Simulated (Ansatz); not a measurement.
Cost and result up the ladder for AsH₃ (4 atoms). Charge 0, multiplicity 1. Geometry: PBE-D4/def2-TZVP.

```xyz
4

As   -0.335   -0.252    0.499
H    -0.429    1.210    0.040
H    -0.433   -0.745   -0.952
H     1.197   -0.212    0.414
```

Ansatz on 2 threads of Intel Xeon 6975P-C on a shared host. Times are rough, and most runs start from the orbitals of an earlier one. ωB97M-V/def2-TZVP serves as the yardstick here, not as an exact answer. Differences are given only for rows in sets of like size (and for xTB, whose basis is part of the method), since another set adds its own error. Binding counts from free atoms at the same level (As quartet, H doublet; other spins of the atoms weren't run), without zero-point energy or a counterpoise term.

The 6-31G sets use Cartesian d functions. B3LYP takes the VWN-RPA correlation. HSE06 is defined as in plane-wave codes, on full-range PBE exchange.

```csv
level,functions,wall time,binding energy per atom (eV),difference from ωB97M-V/def2-TZVP (eV)
HF/def2-TZVP,66,0.15 s,1.61,-0.78
PBE-D4/def2-SVP,47,0.2 s,2.37,–
B3LYP-D4/6-31G,35,0.25 s,2.29,–
BLYP-D4/def2-TZVP,66,0.3 s,2.43,0.04
B3LYP-D4/def2-TZVP,66,0.3 s,2.43,0.04
PBE0-D4/def2-SVP,47,0.3 s,2.33,–
HSE06-D4/def2-TZVP,66,0.3 s,2.33,-0.05
CAM-B3LYP-D4/def2-TZVP,66,0.35 s,2.42,0.04
PBE0-D4/def2-TZVP (with forces),66,0.45 s,2.34,-0.05
r2SCAN-D4/def2-TZVP,66,0.5 s,2.38,0.00
r2SCANh-D4/def2-TZVP,66,0.55 s,2.37,-0.02
r2SCAN0-D4/def2-TZVP,66,0.55 s,2.35,-0.04
ωB97M-V/def2-TZVP,66,0.75 s,2.38,0.00
B97M-V/def2-TZVP,66,0.8 s,2.43,0.05
```
